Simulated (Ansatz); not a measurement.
`[OH][GaH][SiH2]F` + PH₃ → `F[SiH2]P` + `[OH][GaH2]` at 500 K and 1 bar (cleavage of the Si–Ga bond).

Calculated with Ansatz (gas phase, PBE0-D4/def2-TZVP geometries, no zero-point term in ΔE). CCSD(T)/CBS is the MP2 limit (def2-TZVPP, def2-QZVPP) plus CCSD(T) − MP2 in def2-TZVPP, frozen cores. This one scheme is used for every species. For Ga outer-core shells are correlated without core-valence functions, which leaves a few kJ/mol of doubt a bond. Scalar relativity is left out up to krypton. One conformer a species, not always the lowest.

```tsv
species	CCSD(T)/CBS energy (Eh)	H − E (kJ/mol)	S (J/(mol·K))
`[OH][GaH][SiH2]F`	-2390.47364	150.5	411.9
PH₃	-342.72256	81.5	231.4
`F[SiH2]P`	-732.27050	132.8	348.5
`[OH][GaH2]`	-2000.92981	96.0	296.8
```

H − E and S are ideal-gas, rigid-rotor, harmonic terms from PBE0-D4/def2-TZVP, for one conformer and one mirror image of each species. 1 Eh = 2625.50 kJ/mol, R = 8.31446 J/(mol·K).

Problem. By hand: ΔE, ΔH, ΔS and ΔG.

Solution. ΔE = (-732.27050) + (-2000.92981) − (-2390.47364) − (-342.72256) = -0.00411 Eh = -10.8 kJ/mol. Δ(H − E) = 132.8 + 96.0 − 150.5 − 81.5 = -3.2, so ΔH = -14.0 kJ/mol. ΔS = 348.5 + 296.8 − 411.9 − 231.4 = 2.0 J/(mol·K). ΔG = -14.0 − 500 × (2.0)/1000 = -15.0 kJ/mol.

Problem. By hand: the equilibrium constant, and the temperature at which ΔG would vanish if ΔH and ΔS stayed fixed.

Solution. log₁₀ K = −ΔG/(RT ln 10) = 1.6. ΔH and −TΔS have one sign here, so there is no such temperature. One of them is within its doubt of zero, so this could turn.

The number of gas molecules stays the same, so ΔS is small and ΔH decides. A doubt of 5 kJ/mol in ΔE shifts log₁₀ K by 0.5 here. Other conformers and mirror images would add mixing entropy, several J/(mol·K) or more a flexible species. Modes under 60 cm⁻¹, often nearly free rotors, make the harmonic entropy too high. These are equilibria of isolated gas molecules and say nothing of rates. Largest T1 diagnostic: 0.015 (customary marks: 0.02 for closed shells, 0.045 for open ones).
